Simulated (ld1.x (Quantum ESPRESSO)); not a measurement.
What one change does to a pseudopotential (Ta (Z = 73), TM)

Ta, norm-conserving Troullier–Martins (Kleinman–Bylander form), made with ld1.x (Quantum ESPRESSO) 7.5 (PBEsol, scalar-relativistic). Core [Kr] 4d10 4f14 5s2, reference 5p6 5d3 6s2 6p0. Waves: 6s (bound): rc 2.50 bohr; 5d (bound): rc 1.60 bohr; 5p (bound): rc 2.10 bohr. Local part: the p channel. Core correction: Bessel-smoothed model core, default radius (core density twice the valence density).

All-electron outer shells of the reference configuration (PBEsol, scalar-relativistic, ld1.x):

| shell | level (eV) | outermost node (bohr) | outermost maximum (bohr) |
| --- | --- | --- | --- |
| 5s | -73.03 | 0.54 | 0.98 |
| 5p | -39.42 | 0.58 | 1.13 |
| 4f | -24.73 | – | 0.44 |
| 6s | -5.47 | 1.32 | 2.78 |
| 5d | -3.62 | 0.65 | 1.58 |
| 6p | -1.36 | 1.59 | 3.85 |

Change: core [Xe] 4f14, valence charge 5; reference 5d3 6s1 6p1; waves now 6s (bound): rc 2.45 bohr; 6p (bound): rc 3.55 bohr; 5d (bound): rc 2.50 bohr; local potential all-electron potential smoothed inside 1.95 bohr (lloc = -2); core correction none.

Cutoffs: the cutoffs (Ry, on a coarse ladder) from which the occupation-weighted sum of valence levels, in a spherical-Bessel basis at the reference potential, stays within 10 and 1 mRy of its value at 400 Ry; they do not see the model core or the augmentation charge, which bear on the density cutoff. Errors are all-electron minus pseudo energies relative to the spin-unpolarised reference configuration.

Task: What does the change do?

Result: The potential gets softer (30 Ry and 45 Ry → 25 Ry and 30 Ry); the bound ghost in s disappears; the number of tests that count goes from 7 to 0. The shells moved into the core no longer need plane waves of their own. Several settings change at once here, so the effects cannot be laid on one of them.

| quantity | base | changed |
| --- | --- | --- |
| cutoff, loose | 30 Ry | 25 Ry |
| cutoff, tight | 45 Ry | 30 Ry |
| loose cutoff by channel (10 mRy a level) | s 8 Ry, d 21 Ry, p 18 Ry | s 6 Ry, p 6 Ry, d 21 Ry |
| bound ghosts | s | none |
| tests counted (converged, no solver errors) | 7 of 7 | 0 of 7 |

Changed file: Tests not counted: all (the test run did not reproduce the reference configuration, from which every error is measured). A true bound ghost makes a file unfit for plane-wave use even where its test errors are small: the radial tests pick states by their node count and pass the ghost by.
